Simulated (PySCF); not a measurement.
C₂H₇NOSi₂, SMILES [SiH2]1OC([SiH3])=NC1.

Geometry optimised at PBE0-D3(BJ)/def2-SVP. The structure was generated by enumeration, and PubChem lists no compound with its InChIKey, so it may never have been made. The values are those of a single conformer.

Two levels are set side by side: TDDFT-PBE/def2-SVPD (PySCF) and TDDFT-B3LYP/def2-SVPD (PySCF). Vertical, same geometry. The lowest singlet is HOMO→LUMO 99 % with PBE and HOMO→LUMO 99 % with the other functional; states are paired by order. Differences are taken from unrounded values.

```csv
quantity,TDDFT-B3LYP
lowest singlet excitation (eV),5.27
lowest triplet excitation (TDA) (eV),4.53
first bright state (f over 0.05) (eV),5.95
its oscillator strength,0.10
```

### Question
What does TDDFT-PBE give, and how far is it from TDDFT-B3LYP? (An estimate is asked for; the answer gives what the named calculation found.)

### Answer

```csv
quantity,TDDFT-PBE,TDDFT-PBE minus TDDFT-B3LYP
lowest singlet excitation (eV),4.98,-0.29
lowest triplet excitation (TDA) (eV),4.39,-0.14
first bright state (f over 0.05) (eV),5.31,-0.64
its oscillator strength,0.08,-0.02
```

A lower first singlet is the usual sign of a functional without exact exchange. Differences between two approximate levels are no errors against the true value.

Rough cost on one machine, each run with all the roots and properties that it gave: TDDFT-B3LYP against TDDFT-PBE about 4 times.
